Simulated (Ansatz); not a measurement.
`N[SiH](F)Cl` + CH₃NH₂ → `CN[SiH](N)F` + HCl at 298.15 K and 1 bar (ligand exchange at the Si–Cl bond).

Computed with Ansatz on PBE0-D4/def2-TZVP structures; ΔE is electronic, products minus reactants. CCSD(T)/CBS adds triple-zeta CCSD(T) − MP2 to the extrapolated MP2 energy (def2 sets, frozen cores). This one scheme is used for every species. One conformer a species, not always the lowest.

```
      species  CCSD(T)/CBS energy (Eh)  H − E (kJ/mol)  S (J/(mol·K))
`N[SiH](F)Cl`               -905.31614           121.5          316.9
       CH₃NH₂                -95.75281           180.0          240.4
`CN[SiH](N)F`               -540.67593           267.1          347.3
          HCl               -460.38127            26.6          186.8
```

H − E and S are ideal-gas, rigid-rotor, harmonic terms from PBE0-D4/def2-TZVP, for one conformer and one mirror image of each species. 1 Eh = 2625.50 kJ/mol, R = 8.31446 J/(mol·K).

Q: By hand: ΔE, ΔH, ΔS and ΔG.

A: ΔE = (-540.67593) + (-460.38127) − (-905.31614) − (-95.75281) = 0.01175 Eh = 30.8 kJ/mol. Δ(H − E) = 267.1 + 26.6 − 121.5 − 180.0 = -7.8, so ΔH = 23.0 kJ/mol. ΔS = 347.3 + 186.8 − 316.9 − 240.4 = -23.2 J/(mol·K). ΔG = 23.0 − 298.15 × (-23.2)/1000 = 29.9 kJ/mol.

Q: By hand: the equilibrium constant, and the temperature at which ΔG would vanish if ΔH and ΔS stayed fixed.

A: log₁₀ K = −ΔG/(RT ln 10) = -5.2. ΔH and −TΔS have one sign here, so there is no such temperature.

ΔH outweighs TΔS. A doubt of 5 kJ/mol in ΔE shifts log₁₀ K by 0.9 here. Other conformers and mirror images would add mixing entropy, several J/(mol·K) or more a flexible species. These are equilibria of isolated gas molecules and say nothing of rates. Largest T1 diagnostic: 0.010 (customary marks: 0.02 for closed shells, 0.045 for open ones).
